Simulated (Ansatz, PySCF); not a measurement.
C₃H₈N, SMILES CN([CH2])C, multiplicity 2. Atoms are numbered in the order given.

```xyz
12

C      0.0913     1.4261     0.0000
N     -0.1923     0.0760     0.0000
C      0.0336    -0.6579     1.2150
C      0.0336    -0.6579    -1.2150
H     -0.0701     1.9592    -0.9395
H     -0.0701     1.9592     0.9395
H      1.1068    -0.8817     1.3901
H     -0.3341    -0.0787     2.0749
H     -0.5137    -1.6131     1.1882
H     -0.3341    -0.0787    -2.0749
H     -0.5137    -1.6131    -1.1882
H      1.1068    -0.8817    -1.3901
```
Charge 0, spin multiplicity 2.

Coordinates come from a PBE0-D3(BJ)/def2-SVP optimisation. The isomer is the one that the SMILES or the coordinates give; other isomers of the formula were not compared.

Two levels are set side by side: PBE-D3(BJ)/def2-SVP (Ansatz, an electronic-structure program) and PBE0-D3(BJ)/def2-SVP (Ansatz). Each level has its own optimised geometry; the coordinates shown are those of the second. Frequencies come from the Hessian of PySCF at each geometry. Differences are taken from unrounded values.

| quantity | PBE0-D3(BJ) | PBE-D3(BJ) | PBE-D3(BJ) minus PBE0-D3(BJ) |
|---|---|---|---|
| mean bond length (Å) | 1.187 | 1.196 | 0.009 |
| bond C1–N2 (Å) | 1.380 | 1.389 | 0.009 |
| bond N2–C3 (Å) | 1.437 | 1.447 | 0.010 |
| bond N2–C4 (Å) | 1.437 | 1.447 | 0.010 |
| bond C1–H5 (Å) | 1.092 | 1.100 | 0.008 |
| bond C1–H6 (Å) | 1.092 | 1.100 | 0.008 |
| bond C3–H7 (Å) | 1.110 | 1.120 | 0.010 |
| bond C3–H8 (Å) | 1.100 | 1.109 | 0.008 |
| bond C3–H9 (Å) | 1.101 | 1.109 | 0.008 |
| bond C4–H10 (Å) | 1.100 | 1.109 | 0.008 |
| bond C4–H11 (Å) | 1.101 | 1.109 | 0.008 |
| bond C4–H12 (Å) | 1.110 | 1.120 | 0.010 |
| highest harmonic wavenumber (cm⁻¹) | 3284 | 3192 | -92 |
| mean harmonic wavenumber (cm⁻¹) | 1563 | 1512 | -51 |
| zero-point energy (kcal/mol) | 67.05 | 64.84 | -2.21 |

GGA bonds tend to be longer and softer than those of functionals with exact exchange. Differences between two approximate levels are no errors against the true value.
